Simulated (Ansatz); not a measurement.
Level of theory: frozen-core CCSD(T)/cc-pVTZ // B3LYP-D3(BJ)/def2-TZVP (Ansatz, a program for electronic structure).

Ansatz 0.2 input:
```yaml
crystal:
  periodic: [false, false, false]
  atoms:
    - { symbol: C, position_ang: [1.71551, -0.092591, -0.131085] }
    - { symbol: Ga, position_ang: [-0.056336, 0.141543, -1.07223] }
    - { symbol: C, position_ang: [-1.718377, 0.100403, 0.074788] }
    - { symbol: H, position_ang: [1.836515, 0.728883, 0.581112] }
    - { symbol: H, position_ang: [2.564392, -0.104062, -0.811622] }
    - { symbol: H, position_ang: [1.688269, -1.030954, 0.430223] }
    - { symbol: H, position_ang: [-1.62059, 0.861858, 0.853869] }
    - { symbol: H, position_ang: [-2.632865, 0.275519, -0.488223] }
    - { symbol: H, position_ang: [-1.776077, -0.879019, 0.558745] }
basis:
  gaussian: { orbitals: cc-pVTZ }
correlation:
  method: ccsd_t
magnetization:
  spin_polarized: true
  initial_magnetization: 1
```

Output:

```
Functional definition: HF
1068 factors; integrals over basis functions are off by at most 1.1e-3 eV
mean field evaluation 1: about -54487.3037 eV, gradient 2.5e1 eV
mean field evaluation 2: about -54487.3054 eV, gradient 2.5e1 eV
mean field evaluation 4: about -54491.0589 eV, gradient 2.5e0 eV
mean field evaluation 8: about -54491.1818 eV, gradient 2.0e-1 eV
mean field evaluation 16: about -54491.1669 eV, gradient 7.7e-1 eV
mean field evaluation 32: about -54488.9880 eV, gradient 9.0e-4 eV
mean field evaluation 64: about -54486.6144 eV, gradient 1.3e-3 eV
mean field -54491.18320765 eV, -2002.5140474306 hartree, gradient 3.2e-6 eV, S^2 0.756822; 1 other end points of the search recorded, 0 dependent functions left out
determinant -54491.18320765 eV, -2002.5140474306 hartree, with singles and doubles -54505.94925596 eV, -2003.0566896972 hartree
determinant -54488.98800552 eV, -2002.4333752404 hartree, with singles and doubles -54503.92834566 eV, -2002.9824226133 hartree
11 core orbitals not correlated
reference -54491.18320765 eV, -2002.5140474306 hartree; 14, 13 occupied and 162, 163 virtual orbitals, 1068 factors
second order -13.67947467 eV of doubles, -0.00000000 eV of singles
cycle   1  -14.55386009 eV  change    -1.0e0 eV  update   2.5e-2
cycle   2  -14.58957702 eV  change   -3.6e-2 eV  update   6.2e-3
cycle   3  -14.58842887 eV  change    1.1e-3 eV  update   2.6e-3
cycle   4  -14.59049041 eV  change   -2.1e-3 eV  update   1.0e-3
cycle   5  -14.59034252 eV  change    1.5e-4 eV  update   4.7e-4
cycle   6  -14.59060104 eV  change   -2.6e-4 eV  update   1.7e-4
cycle   7  -14.59061548 eV  change   -1.4e-5 eV  update   5.6e-5
cycle   8  -14.59062341 eV  change   -7.9e-6 eV  update   1.9e-5
perturbative correction -0.63155558 eV, -0.0232092394 hartree
Total energy: -54506.40538664 eV, -2003.0734521905 hartree
```

Cost: very roughly 6 core-minutes.
